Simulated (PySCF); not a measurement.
# [Dy(NH3)3]3+ at several levels of theory

Computed with PySCF 2.14.0 (density fitting, no spin-orbit coupling) at the geometry relaxed with PBE:

```xyz
13
[Dy(NH3)3]3+ (singlet in the valence; each metal's 4f electrons, 9 of them, lie in its core potential, out of spins and levels)
Dy    0.0000    0.0000    0.7718
N     2.2657   -0.0016   -0.0263
H     2.9800   -0.3037    0.6778
H     2.4748   -0.6224   -0.8421
H     2.6352    0.9251   -0.3414
N    -1.1315    1.9629   -0.0263
H    -1.2270    2.7326    0.6778
H    -0.6984    2.4545   -0.8421
H    -2.1188    1.8196   -0.3414
N    -1.1342   -1.9613   -0.0263
H    -1.7530   -2.4289    0.6778
H    -1.7764   -1.8321   -0.8421
H    -0.5164   -2.7447   -0.3414
```

| level | basis | state | HOMO (eV) | gap (eV) | charge on Dy1 (e) | population of f-type functions on Dy1 (polarisation alone where 4f lies in the core) | dipole about the centre of mass (D) | largest force component (eV/Å) |
| --- | --- | --- | --- | --- | --- | --- | --- | --- |
| PBE | Dy lcecp-1-SVP with ECP55, N def2-SVP, H def2-SVP | singlet | -23.10 | 5.75 | 1.68 | 0.03 | 3.05 | 0.01 |
| r2SCAN | the same | singlet | -23.43 | 6.60 | 1.80 | 0.03 | 2.88 | 0.29 |
| BP86 | the same | singlet | -23.20 | 5.90 | 1.69 | 0.03 | 3.04 | 0.05 |
| B3LYP | the same | singlet | -24.34 | 7.55 | 1.77 | 0.03 | 2.86 | 0.37 |
| PBE | Dy lcecp-1-TZVP with ECP55, N def2-TZVP, H def2-TZVP | singlet | -23.02 | 5.77 | 1.98 | 0.03 | 3.04 | 0.38 |

In the lcecp rows the 4f levels are missing from HOMO and gap, and the state counts the valence alone.

Charges are Mulliken's, which hang on the basis. The relaxation used the grid (50, 194), these runs (75, 302) or, all-electron (x2c bases, spin-free X2C Hamiltonian), (99, 590).

Task: What does PBE0 with Dy lcecp-1-SVP with ECP55, N def2-SVP, H def2-SVP give here?

Result: state singlet, HOMO (eV) -24.64, gap (eV) 8.23, charge on Dy1 (e) 1.81, population of f-type functions on Dy1 (polarisation alone where 4f lies in the core) 0.03, dipole about the centre of mass (D) 2.84, largest force component (eV/Å) 0.35. Time: 20 s on 2 threads of AMD EPYC (Zen 3) (shared host), from an already converged density.

In the first row's basis the gap widens with exact exchange: 5.7 to 6.6 eV for PBE, BP86, r2SCAN (none); 7.5 to 8.2 eV for B3LYP, PBE0 (a fixed share).

A frequency check found unstable modes (3, the lowest at -44 cm⁻¹), so the relaxed geometry is probably a saddle point. An lcecp potential fixes the number of 4f electrons, so in runs with it no electron can move into or out of that shell.
